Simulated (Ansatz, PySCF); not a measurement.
BaCl, SMILES [Cl][Ba+], charge +1.

Geometry optimised at B3LYP-D3(BJ)/def2-TZVPD. The spin state was assumed, not searched. The def2 effective core potentials stand for the cores of Ba; spin–orbit coupling is left out.

Vertical ionisation energy (IE) and electron affinity (EA) in eV. Rows of orbital energies are one-electron estimates. Where ΔSCF, EOM or ADC give a negative EA the extra electron is unbound and the value depends on the basis.

| level | IE | EA |
|---|---|---|
| −ε(HOMO), −ε(LUMO), PBE0/def2-TZVPD (PySCF) | 12.29 | 6.21 |
| −ε(HOMO), −ε(LUMO), HF/def2-TZVPD (PySCF) | 15.14 | 4.42 |
| −ε(HOMO), −ε(LUMO), PBE/def2-TZVPD (PySCF) | 11.07 | 6.86 |
| ΔSCF, CAM-B3LYP/def2-TZVPD (Ansatz), final states of multiplicity 2 and 2 | 14.84 | 4.99 |
| ΔSCF, PBE/def2-TZVPD (Ansatz), final states of multiplicity 2 and 2 | 14.98 | 4.98 |

Task: What vertical singlet–triplet gap does ΔSCF give with CAM-B3LYP/def2-TZVPD (Ansatz, an electronic-structure program) and with PBE/def2-TZVPD (Ansatz)? (Estimate from the structure and the level; the computed values follow.)

Result: 5.35 and 5.42 eV (triplet above singlet where positive).
